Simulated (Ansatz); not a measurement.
The inner images of a band of C4H10AlCl (16 atoms, charge 0, multiplicity 1) are given out of order.

Level of theory: RKS B3LYP-D4/6-31G (Ansatz 0.2.0).

Image 0:

```xyz
16
Properties=species:S:1:pos:R:3
C 0.794 -2.437 0.620
Al 1.277 -0.657 -0.090
C 0.045 0.933 0.049
C -0.205 1.508 -1.366
C -1.214 0.565 0.779
Cl -2.380 2.099 1.079
H -0.291 -2.587 0.671
H 1.226 -3.242 0.013
H 1.187 -2.561 1.640
H 2.682 -0.387 -0.825
H 0.596 1.685 0.638
H 0.736 1.756 -1.870
H -0.808 2.421 -1.309
H -0.752 0.798 -2.001
H -1.054 0.199 1.792
H -1.863 -0.114 0.224
```

Image 6:

```xyz
16
Properties=species:S:1:pos:R:3
C 0.650 -1.996 0.026
Al 0.413 -0.712 1.497
C 0.089 1.338 -0.391
C -0.352 0.807 -1.722
C -0.710 1.482 0.691
Cl -1.423 -1.067 2.744
H -0.254 -2.092 -0.586
H 1.488 -1.725 -0.628
H 0.865 -2.990 0.442
H 1.584 0.054 2.268
H 1.129 1.658 -0.321
H 0.290 -0.014 -2.060
H -0.281 1.600 -2.479
H -1.387 0.452 -1.694
H -1.762 1.216 0.660
H -0.362 1.967 1.598
```

Question: Put them in order from the first end to the last, with their energies above the first end.
A.
```xyz
16
Properties=species:S:1:pos:R:3
C 0.537 -2.366 0.184
Al 1.374 -0.576 0.203
C 0.173 1.030 0.155
C -0.185 1.244 -1.343
C -1.026 0.893 1.118
Cl -2.738 0.727 0.266
H -0.556 -2.309 0.251
H 0.786 -2.893 -0.749
H 0.899 -2.999 1.005
H 2.973 -0.386 0.170
H 0.728 1.925 0.472
H 0.726 1.420 -1.932
H -0.836 2.115 -1.482
H -0.711 0.384 -1.769
H -1.152 1.770 1.755
H -1.014 -0.003 1.741
```
B.
```xyz
16
Properties=species:S:1:pos:R:3
C 0.610 -2.467 0.048
Al 0.558 -0.765 1.017
C 0.111 1.458 -0.181
C -0.300 1.136 -1.600
C -0.777 1.684 0.814
Cl -1.544 -0.857 1.971
H -0.416 -2.771 -0.173
H 1.229 -2.569 -0.846
H 1.003 -3.168 0.805
H 1.911 -0.118 1.606
H 1.158 1.674 0.017
H 0.572 0.971 -2.238
H -0.880 1.964 -2.021
H -0.931 0.240 -1.653
H -1.846 1.644 0.648
H -0.480 1.922 1.831
```
C.
```xyz
16
Properties=species:S:1:pos:R:3
C 0.730 -2.403 0.349
Al 1.365 -0.546 0.123
C 0.076 1.003 0.114
C -0.268 1.251 -1.377
C -1.126 0.714 0.962
Cl -2.413 2.184 0.966
H -0.350 -2.498 0.187
H 1.243 -3.085 -0.341
H 0.941 -2.765 1.366
H 2.910 -0.208 -0.167
H 0.605 1.881 0.508
H 0.630 1.455 -1.974
H -0.933 2.118 -1.476
H -0.790 0.393 -1.823
H -0.910 0.604 2.024
H -1.731 -0.120 0.604
```
D.
```xyz
16
Properties=species:S:1:pos:R:3
C 0.615 -2.310 0.191
Al 1.401 -0.497 0.262
C 0.126 1.061 0.166
C -0.217 1.105 -1.349
C -1.048 0.818 1.080
Cl -2.695 1.708 0.541
H -0.480 -2.294 0.240
H 0.897 -2.816 -0.744
H 0.979 -2.945 1.010
H 2.989 -0.254 0.207
H 0.618 2.004 0.432
H 0.683 1.261 -1.960
H -0.898 1.939 -1.555
H -0.720 0.192 -1.693
H -0.889 1.219 2.081
H -1.384 -0.216 1.136
```
E.
```xyz
16
Properties=species:S:1:pos:R:3
C 0.591 -2.462 0.040
Al 1.234 -0.642 0.437
C 0.163 1.035 0.108
C -0.259 1.138 -1.376
C -1.011 1.244 1.049
Cl -2.286 -0.192 0.953
H -0.501 -2.494 -0.016
H 0.993 -2.832 -0.914
H 0.922 -3.163 0.818
H 2.737 -0.413 0.985
H 0.855 1.867 0.335
H 0.611 1.134 -2.045
H -0.813 2.067 -1.571
H -0.909 0.304 -1.661
H -1.618 2.118 0.801
H -0.731 1.268 2.102
```

Answer: C (+0.1 kcal/mol), D (+2.6 kcal/mol), A (+8.1 kcal/mol), E (+2.0 kcal/mol), B (-20.1 kcal/mol).

Time of the run: 14 min on 1 thread of Arm Neoverse V1 (shared host), peak memory 0.22 GiB.
